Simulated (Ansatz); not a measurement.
```yaml
crystal:
  periodic: [false, false, false]
  atoms:
    - {symbol: F, position_ang: [-1.353301, -0.038470, 0.568876]}
    - {symbol: C, position_ang: [-0.149228, 0.299039, 0.280317]}
    - {symbol: Se, position_ang: [0.477483, 2.200612, 0.727012]}
    - {symbol: C, position_ang: [0.515776, -0.233223, -0.562639]}
    - {symbol: Te, position_ang: [0.100604, -2.133042, -1.520054]}
    - {symbol: H, position_ang: [0.256099, 1.885121, 2.230963]}
    - {symbol: H, position_ang: [1.622918, 0.136453, -0.863543]}
    - {symbol: H, position_ang: [-1.551319, -2.177368, -0.722011]}
basis:
  gaussian: {orbitals: def2-mTZVPP}
hamiltonian: {xc: {name: B97}}
output: {forces: true}
```

```sh
$ ansatz run in.yaml --threads 4 --pin off --events-out ev --progress --plain --max-ram 10444MiB
```

Output, abridged:

```
Functional definition: B97
1443 factors; integrals over basis functions are off by at most 1.4e-3 eV
mean field evaluation 1: about -77469.5288 eV, gradient 5.9e1 eV
mean field evaluation 2: about -77436.9397 eV, gradient 1.1e2 eV
mean field evaluation 4: about -77477.2199 eV, gradient 1.2e1 eV
mean field evaluation 8: about -77477.6377 eV, gradient 1.0e0 eV
mean field evaluation 16: about -77477.6399 eV, gradient 4.3e-4 eV
mean field -77477.63986243 eV, -2847.2507487139 hartree, gradient 7.9e-6 eV, S^2 0.000000; 0 other end points of the search recorded, 0 dependent functions left out
reference -77477.63988668 eV, -2847.2507496048 hartree; 41, 41 occupied and 108, 108 virtual orbitals, 1443 factors
Total energy: -77477.63988668 eV, -2847.2507496048 hartree
Atom 0 at    -1.353301    -0.038470     0.568876 Å, force    -2.443721    -0.356019     1.444444 eV/Å
Atom 1 at    -0.149228     0.299039     0.280317 Å, force    -3.287940     7.100642     5.484787 eV/Å
Atom 2 at     0.477483     2.200612     0.727012 Å, force    -1.066255    -1.562121     1.828143 eV/Å
Atom 3 at     0.515776    -0.233223    -0.562639 Å, force     9.526866    -5.207181    -8.452305 eV/Å
Atom 4 at     0.100604    -2.133042    -1.520054 Å, force    -1.933724     0.415479     1.089097 eV/Å
Atom 5 at     0.256099     1.885121     2.230963 Å, force     0.320310     0.608585    -1.252491 eV/Å
Atom 6 at     1.622918     0.136453    -0.863543 Å, force    -2.911740    -0.874498     0.842894 eV/Å
Atom 7 at    -1.551319    -2.177368    -0.722011 Å, force     1.796204    -0.124887    -0.984569 eV/Å
Dipole moment:     0.177789    -0.047657     0.012848 e Å
```

Hardware: 4 threads of an Intel Xeon Platinum 8488C on a shared host. Wall time 3.6 s, peak host memory 0.49 GiB.
